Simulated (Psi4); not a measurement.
p-xylene (C$_{8}$H$_{10}$), singlet, at a GFN2-xTB geometry, with bond 17-7 at 2.0 times its length; B3LYP/3-21G in Psi4.

Psi4 was given this input:
```
memory 2 GB

molecule mol {
0 1
C     2.900103    0.104070    0.077873
C     1.403165    0.038320    0.031068
C     0.696808    0.629207   -1.008426
C    -0.684657    0.584877   -1.043000
C    -1.402531   -0.051771   -0.039134
C    -2.901081   -0.083318   -0.065428
C    -0.696232   -0.641430    1.001097
C     0.685231   -0.597064    1.035692
H     3.318995    0.126745   -0.925727
H     3.217876    1.010055    0.595618
H     3.309824   -0.749906    0.612485
H     1.235511    1.127685   -1.802267
H    -1.213644    1.049187   -1.863640
H    -3.278534   -0.985517    0.410767
H    -3.301989    0.775245    0.474933
H    -3.272558   -0.041065   -1.086788
H    -1.773234   -1.646984    2.583623
H     1.214417   -1.065577    1.853812
}

set {
  basis 3-21g
  reference rks
  dft_radial_points 99
}

energy('b3lyp')
print_variables()
```

The log (banner, timings and long lists left out):

```
   => Loading Basis Set <=

    Name: 3-21G
    Role: ORBITAL
    Keyword: BASIS

         ---------------------------------------------------------
                                   SCF
               by Justin Turney, Rob Parrish, Andy Simmonett
                          and Daniel G. A. Smith
                              RKS Reference
         ---------------------------------------------------------

  ==> Geometry <==

    Molecular point group: c1
    Full point group: C1

    Geometry (in Angstrom), charge = 0, multiplicity = 1:

       Center              X                  Y                   Z               Mass
    ------------   -----------------  -----------------  -----------------  -----------------
         C            2.905173932261     0.109807001166     0.070931017921    12.000000000000
         C            1.408235932261     0.044057001166     0.024126017921    12.000000000000
         C            0.701878932261     0.634944001166    -1.015367982079    12.000000000000
         C           -0.679586067739     0.590614001166    -1.049941982079    12.000000000000
         C           -1.397460067739    -0.046033998834    -0.046075982079    12.000000000000
         C           -2.896010067739    -0.077580998834    -0.072369982079    12.000000000000
         C           -0.691161067739    -0.635692998834     0.994155017921    12.000000000000
         C            0.690301932261    -0.591326998834     1.028750017921    12.000000000000
         H            3.324065932261     0.132482001166    -0.932668982079     1.007825032230
         H            3.222946932261     1.015792001166     0.588676017921     1.007825032230
         H            3.314894932261    -0.744168998834     0.605543017921     1.007825032230
         H            1.240581932261     1.133422001166    -1.809208982079     1.007825032230
         H           -1.208573067739     1.054924001166    -1.870581982079     1.007825032230
         H           -3.273463067739    -0.979779998834     0.403825017921     1.007825032230
         H           -3.296918067739     0.780982001166     0.467991017921     1.007825032230
         H           -3.267487067739    -0.035327998834    -1.093729982079     1.007825032230
         H           -1.768163067739    -1.641246998834     2.576681017921     1.007825032230
         H            1.219487932261    -1.059839998834     1.846870017921     1.007825032230

  Running in c1 symmetry.

  Rotational constants: A =      0.17257  B =      0.04835  C =      0.03831 [cm^-1]
  Rotational constants: A =   5173.65001  B =   1449.63178  C =   1148.46240 [MHz]
  Nuclear repulsion =  338.840925664894257

  Charge       = 0
  Multiplicity = 1
  Electrons    = 58
  Nalpha       = 29
  Nbeta        = 29

  ==> Algorithm <==

  SCF Algorithm Type is DF.
  DIIS enabled.
  MOM disabled.
  Fractional occupation disabled.
  Guess Type is SAD.
  Energy threshold   = 1.00e-06
  Density threshold  = 1.00e-06
  Integral threshold = 1.00e-12

  ==> Primary Basis <==

  Basis Set: 3-21G
    Blend: 3-21G
    Number of shells: 60
    Number of basis functions: 92
    Number of Cartesian functions: 92
    Spherical Harmonics?: false
    Max angular momentum: 1

  ==> DFT Potential <==

   => LibXC <=

    Version 7.1.2
    S. Lehtola, C. Steigemann, M. J. T. Oliveira, and M. A. L. Marques,  SoftwareX 7, 1–5 (2018) (10.1016/j.softx.2017.11.002)

   => Composite Functional: B3LYP <=

    B3LYP Hyb-GGA Exchange-Correlation Functional

    P. J. Stephens, F. J. Devlin, C. F. Chabalowski, and M. J. Frisch,  J. Phys. Chem. 98, 11623 (1994) (10.1021/j100096a001)

    Deriv               =              1
    GGA                 =           TRUE
    Meta                =          FALSE

    Exchange Hybrid     =           TRUE
    MP2 Hybrid          =          FALSE

   => Exchange Functionals <=

    0.0800   Slater exchange
    0.7200         Becke 88

   => Exact (HF) Exchange <=

    0.2000               HF

   => Correlation Functionals <=
[...]

    J tasked:                   Yes
    K tasked:                   Yes
    wK tasked:                   No
    Algorithm:                 Core
    Schwarz Cutoff:           1E-12
    Mask sparsity (%):       5.6002
    Fitting Condition:        1E-10

   => Auxiliary Basis Set <=

  Basis Set: (3-21G AUX)
    Blend: DEF2-UNIVERSAL-JKFIT
    Number of shells: 260
    Number of basis functions: 912
    Number of Cartesian functions: 912
    Spherical Harmonics?: false
    Max angular momentum: 4

  Minimum eigenvalue in the overlap matrix is 1.6989719499E-03.
  Reciprocal condition number of the overlap matrix is 3.4726332913E-04.
    Using symmetric orthogonalization.

  ==> Pre-Iterations <==

  SCF Guess: Superposition of Atomic Densities via on-the-fly atomic UHF (no occupation information).

   -------------------------
    Irrep   Nso     Nmo
   -------------------------
     A         92      92
   -------------------------
    Total      92      92
   -------------------------

  ==> Iterations <==

                           Total Energy        Delta E     RMS |[F,P]|

   @DF-RKS iter SAD:  -308.39644018141610   -3.08396e+02   0.00000e+00
   @DF-RKS iter   1:  -308.48144788730957   -8.50077e-02   1.00589e-02 DIIS/ADIIS
   @DF-RKS iter   2:  -308.16472176897258    3.16726e-01   1.17617e-02 DIIS/ADIIS
   @DF-RKS iter   3:  -308.97619656848360   -8.11475e-01   2.81034e-03 DIIS/ADIIS
   @DF-RKS iter   4:  -309.00399430464563   -2.77977e-02   1.94427e-03 DIIS/ADIIS
   @DF-RKS iter   5:  -309.02464667211689   -2.06524e-02   3.05341e-04 DIIS/ADIIS
   @DF-RKS iter   6:  -309.02514292564211   -4.96254e-04   7.00417e-05 DIIS
   @DF-RKS iter   7:  -309.02516419688732   -2.12712e-05   2.02300e-05 DIIS
   @DF-RKS iter   8:  -309.02516576186866   -1.56498e-06   9.11756e-06 DIIS
   @DF-RKS iter   9:  -309.02516613229341   -3.70425e-07   2.46863e-06 DIIS
   @DF-RKS iter  10:  -309.02516616909526   -3.68019e-08   4.22107e-07 DIIS
  Energy and wave function converged.

  ==> Post-Iterations <==

   Electrons on quadrature grid:
      Ntotal   =   58.0000087673 ; deviation = 8.767e-06

    Orbital Energies [Eh]
    ---------------------

    Doubly Occupied:

[...]
    Virtual:

[...]
    Final Occupation by Irrep:
              A
    DOCC [    29 ]
    NA   [    29 ]
    NB   [    29 ]

  @DF-RKS Final Energy:  -309.02516616909526

   => Energetics <=

    Nuclear Repulsion Energy =            338.8409256648942574
    One-Electron Energy =               -1085.6642320398943866
    Two-Electron Energy =                 475.7349847184415239
    DFT Exchange-Correlation Energy =     -37.9368445125366662
    Empirical Dispersion Energy =           0.0000000000000000
    VV10 Nonlocal Energy =                  0.0000000000000000
    Total Energy =                       -309.0251661690952574

Computation Completed

Properties will be evaluated at   0.000000,   0.000000,   0.000000 [a0]

Properties computed using the SCF density matrix

 Multipole Moments:

 ------------------------------------------------------------------------------------
     Multipole            Electronic (a.u.)      Nuclear  (a.u.)        Total (a.u.)
 ------------------------------------------------------------------------------------

 L = 1.  Multiply by 2.5417464519 to convert [e a0] to [Debye]
 Dipole X            :          0.7663348           -0.4618225            0.3045123
 Dipole Y            :          0.6189460           -0.3213289            0.2976171
 Dipole Z            :         -1.1165140            0.7344100           -0.3821040
 Magnitude           :                                                    0.5721077

 ------------------------------------------------------------------------------------

  Variable Map:
  ----------------------------------------------------------------------------
[...]
  Array Variable Map:
  ----------------------------------------------------------------------------
[...]
[...]
```
